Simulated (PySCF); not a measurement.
Electric field gradients and quadrupole coupling constants

C₄H₁₀F₂SSi.
Numbering: `[CH3:1][CH2:2][S:3][SiH2:4][CH2:5][CH:6]([F:7])[F:8]` (hydrogens: H9, H10, H11 on C1; H12, H13 on C2; H14, H15 on Si4; H16, H17 on C5; H18 on C6)

Cartesian coordinates in Å at the GFN2-xTB level; atoms count from 1:
```
atom  x, y, z in Å
C1     3.0542    0.5219   -0.2275
C2     2.4789   -0.8354   -0.5750
S3     0.9406   -0.7166   -1.5579
Si4   -0.4443   -0.0627   -0.0720
C5    -2.1506   -0.2276   -0.8805
C6    -3.1740    0.4570   -0.0207
F7    -3.1212   -0.0020    1.2590
F8    -4.4395    0.2097   -0.4451
H9     2.3825    1.0701    0.4291
H10    3.2124    1.1054   -1.1314
H11    4.0096    0.3968    0.2782
H12    2.2580   -1.4178    0.3179
H13    3.1661   -1.3967   -1.2065
H14   -0.3158   -0.9203    1.1015
H15   -0.2043    1.3388    0.2840
H16   -2.4307   -1.2766   -0.9781
H17   -2.1790    0.2134   -1.8751
H18   -3.0518    1.5489    0.0237
```

Field gradients from the PBE0/pcSseg-1 density (PySCF, non-relativistic), principal values in atomic units, ordered |Vxx| ≤ |Vyy| ≤ |Vzz|:

```csv
atom,Vxx,Vyy,Vzz
S3,0.1933,2.0395,-2.2327
```

**Question.** Find the asymmetry η = (Vxx − Vyy)/Vzz and the couplings χ = eQV/h (234.96 MHz × Q in barn × V in au), with Q(33S) = −0.0678 b.

**Answer.** 
```csv
atom,environment,nucleus,η,χzz (MHz),χxx (MHz),χyy (MHz)
S3,sulfur bonded to C and Si,33S,0.83,35.57,-3.08,-32.49
```

The tensor is traceless: Vxx + Vyy + Vzz = 0.

**Question.** What is Vzz at S3 in SI units (1 au = 9.71736 × 10²¹ V/m²)?

**Answer.** -2.2327 au = -21.696 × 10²¹ V/m².

**Question.** And the gradient at the other heavy atoms, for which no coupling is worked out here?

**Answer.** 
| atom | environment | Vzz (au) | η |
| --- | --- | --- | --- |
| C1 | methyl carbon | 0.082 | 0.26 |
| C2 | sp3 carbon bound to sulfur | 0.305 | 0.16 |
| Si4 | SiH2 silicon | 0.425 | 0.44 |
| C5 | sp3 carbon bound to silicon | 0.084 | 0.55 |
| C6 | CHF2 carbon | -0.544 | 0.72 |
| F7 | fluorine of a CF2 group | 2.877 | 0.13 |
| F8 | fluorine of a CF2 group | 2.917 | 0.11 |

Were the hydrogens deuterons (Q(2H) = 0.00286 b), χzz would run from 107 kHz (H15) to 211 kHz (H11, H9 and H17).

Isolated species at its GFN2-xTB geometry (one conformer only). GFN2-xTB bond lengths can be off by several hundredths of an ångström, more for odd bonds, and the gradients follow them. With so small a basis the couplings can be 20 % off.

The run behind these numbers computed NMR shieldings as well. Hardware: one thread, Arm Neoverse V1 (aarch64), shared host with 64 logical CPUs at a one-minute load of 27. Cost: 34 s wall, 0.89 GiB resident at most.
